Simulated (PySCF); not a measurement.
C4H6ClF, SMILES F[C@H](Cl)C1CC1. Coordinates come from a r2SCAN-D4/def2-SVP optimisation. The structure was generated by enumeration; whether it is a known compound was not checked. The values are those of a single conformer.

Method: r2SCAN-D4/def2-SVP (PySCF).

Harmonic wavenumbers (cm⁻¹): 92, 208, 248, 368, 390, 619, 738, 781, 819, 844, 952, 1004, 1043, 1045, 1061, 1109, 1159, 1182, 1227, 1265, 1364, 1396, 1423, 1489, 3095, 3135, 3138, 3172, 3235, 3245. Rotational constants (GHz): 5.459, 1.924, 1.656; symmetry number 1.

Q: Work out the zero-point energy and the ideal-gas rigid-rotor harmonic-oscillator thermochemistry at 298.15 K and 1 atm.

A: ZPE = ½ Σ hcν = ½ × 40845 cm⁻¹ = 58.39 kcal/mol. H − E(el) = 62.78 kcal/mol. Entropy in cal/(mol K): translation 39.96, rotation 27.32, vibration 11.52, total 78.80. G − E(el) = 39.28 kcal/mol. Cp = 23.43 cal/(mol K). Modes under 150 cm⁻¹ make the vibrational entropy uncertain.
